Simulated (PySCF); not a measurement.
Level of theory: PySCF with PBE-D3(BJ)/def2-TZVP // B3LYP-D3(BJ)/def2-TZVP. Gas-phase values, no solvent. One relaxed conformer stands for a flexible species; it need not be the lowest. Delta-SCF ions had no search for a lower state. Excitations are Tamm–Dancoff values on a coarser integration grid. The basis has no diffuse functions, so Rydberg states are missing or too high.

Reference species (SMILES): `[SiH](=C\C)/O` (C–Si–O–H torsion 0°) (neutral, multiplicity 1).

```yaml
brightest of the four lowest singlets (TDA): 5.32 eV
S1–T1 gap (TDA): 1.19 eV
vertical ionisation energy (Delta-SCF): 7.77 eV
T1 excitation (TDA): 2.97 eV
```

Changed species: `O/C=C/[SiH3]` (H–O–C–C torsion 0°).

Problem. Predict the effect on the brightest of the four lowest singlets (TDA), S1–T1 gap (TDA), vertical ionisation energy (Delta-SCF) and T1 excitation (TDA).

Solution. the brightest of the four lowest singlets (TDA) rises by 1.53 eV, to 6.85 eV; the S1–T1 gap (TDA) rises by 0.42 eV, to 1.61 eV; the vertical ionisation energy (Delta-SCF) rises by 1.27 eV, to 9.04 eV; the T1 excitation (TDA) goes up by 1.30 eV, to 4.27 eV.
